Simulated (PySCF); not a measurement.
Gas-phase equilibrium of 1 mol H₂S, 7.5 mol H₂ at 800 K and 0.100 bar, among 9 species (S₂, S₆, H₂S₂, H, H₂S, SH, H₂, S₈, S). Only gases are allowed; each row takes one source of thermochemistry for all species, and Cantera finds the minimum.

Method: PySCF energies (xtb for GFN2) plus ideal-gas RRHO corrections (1 bar). † marks an energy on the PBE0/def2-TZVP geometry and frequencies; other levels use their own. CCSD(T) freezes the core. Open shells (unrestricted) among the columns below: S₂ (multiplicity 3); the rest are closed-shell singlets. GFN2 has no spin-polarisation term. No R ln 2 is added for the mirror-image form of H₂S₂. CCSD(T) isn't extrapolated to the basis-set limit. The harmonic model lacks anharmonicity and excited electronic states, which grow with temperature; levels with a mode under 35 cm⁻¹ are left out. Internal rotation in H₂S₂ is treated as a harmonic vibration of one conformer, which makes the entropy rough.

Molecules larger than those listed are left out.

Mole fractions:

```
thermochemistry     x H₂  x H₂S    x S₂  x H₂S₂
------------------  ----  -----  ------  ------
BLYP/def2-TZVP†     0.88   0.12  2.5e-5  2.8e-7
CCSD(T)/def2-SVP†   0.88   0.12  4.4e-9  1.1e-9
GFN2-xTB            0.88   0.12  6.2e-8  4.9e-6
PBE0/def2-SVP†      0.88   0.12  4.2e-9  8.5e-9
PBE0/def2-TZVP      0.88   0.12  9.6e-8  1.8e-7
ωB97M-V/def2-TZVP†  0.88   0.12  1.2e-8  1.6e-7
```
The most sensitive of these is S₂: it spans a factor of 10^3.8 over these rows; at this temperature one factor of ten is RT ln 10 = 15 kJ/mol.
